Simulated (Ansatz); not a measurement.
Br₂Zn, charge -1, quartet, at a GFN2-xTB geometry of the parent state (such geometries of metal compounds can be far from the true shape) (a state made from the parent by changing its charge; the spin is typed, not shown lowest) (a gas-phase anion, which may not be bound at this level); B3LYP/pcseg-1 run with Ansatz (a program for electronic structure).

Input for Ansatz:
Ansatz 0.2 input:
```yaml
crystal:
  periodic: [false, false, false]
  atoms:
    - {symbol: Zn, position_ang: [-0.44726896, -0.63134001, -0.74342448]}
    - {symbol: Br, position_ang: [-0.03145420, 2.05256578, -1.06046508]}
    - {symbol: Br, position_ang: [0.41482759, -1.51141719, 1.69768606]}
basis:
  gaussian:
    orbitals: pcseg-1.json
hamiltonian:
  xc: b3lyp
total_charge: -1
magnetization: {spin_polarized: true, initial_magnetization: 3}
```
The basis file holds pcseg-1 in the JSON format of the Basis Set Exchange.

What the program printed (banner, timings and long lists left out):

```
Functional definition: B3LYP
857 factors; integrals over basis functions are off by at most 5.0e-4 eV
mean field evaluation 1: about -188489.0409 eV, gradient 1.6e1 eV
mean field evaluation 2: about -188489.4636 eV, gradient 1.7e1 eV
mean field evaluation 4: about -188490.5092 eV, gradient 7.0e-1 eV
mean field evaluation 8: about -188490.6289 eV, gradient 4.5e-1 eV
mean field evaluation 16: about -188490.6315 eV, gradient 2.7e-3 eV
mean field evaluation 32: about -188490.5818 eV, gradient 6.1e-5 eV
mean field evaluation 64: about -188490.5876 eV, gradient 2.3e-1 eV
mean field evaluation 96: about -188490.4968 eV, gradient 2.8e-1 eV
mean field evaluation 128: about -188490.4665 eV, gradient 1.8e-1 eV
mean field -188490.63147732 eV, -6926.9029432529 hartree, gradient 5.7e-6 eV, S^2 3.753528; 15 other end points of the search recorded, 0 dependent functions left out
reference -188490.63170553 eV, -6926.9029516394 hartree; 52, 49 occupied and 33, 36 virtual orbitals, 857 factors
Total energy: -188490.63170553 eV, -6926.9029516394 hartree
```
